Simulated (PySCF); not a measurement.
## Computed properties of SrCl2, SMILES [Cl][Sr][Cl]

SrCl₂, SMILES [Cl][Sr][Cl]. Geometry optimised at PBE0-D3(BJ)/def2-TZVP. The isomer is the one that the SMILES or the coordinates give; other isomers of the formula were not compared. The def2 effective core potentials stand for the cores of Sr; spin–orbit coupling is left out. Other conformers were not sampled. All values are computed for the isolated molecule unless a solvent is named; none is compared with measurement here.

**Structure.** The optimised structure has C2v symmetry. All 3 harmonic modes at PBE0-D3(BJ)/def2-TZVP (PySCF) are real, so it is a minimum. With heavy atoms numbered as in [Sr:1]([Cl:2])[Cl:3], the shortest bond between them is Sr1–Cl2 at 2.601 Å and the longest Sr1–Cl3 at 2.601 Å.

**Vibrations.** The strongest infrared lines (harmonic, unscaled, degenerate partners summed) lie at 316 cm⁻¹ (147 km/mol, Cl 58 %, Sr 42 %), 38 cm⁻¹ (31 km/mol, Cl 64 %, Sr 36 %), 276 cm⁻¹ (12 km/mol, Cl 91 %, Sr 9 %). The softest mode is at 38 cm⁻¹ and the zero-point energy is 0.9 kcal/mol.

**Electronic structure.** r2SCAN/def2-TZVPD (PySCF) places the frontier levels at -6.89 and -2.11 eV, a gap of 4.78 eV, and gives a dipole moment of 5.02 D and a mean polarisability of 62.2 bohr³.

**Excitations.** TDDFT-ωB97X/def2-TZVPD (PySCF) has S1 at 5.66 eV (219 nm, f = 0.001, dark); the most intense of the 10 singlets computed lies at 5.74 eV (f = 0.09). T1 (TDA) is at 5.62 eV. No vertical singlet excitation falls in the visible range (under 3.1 eV).
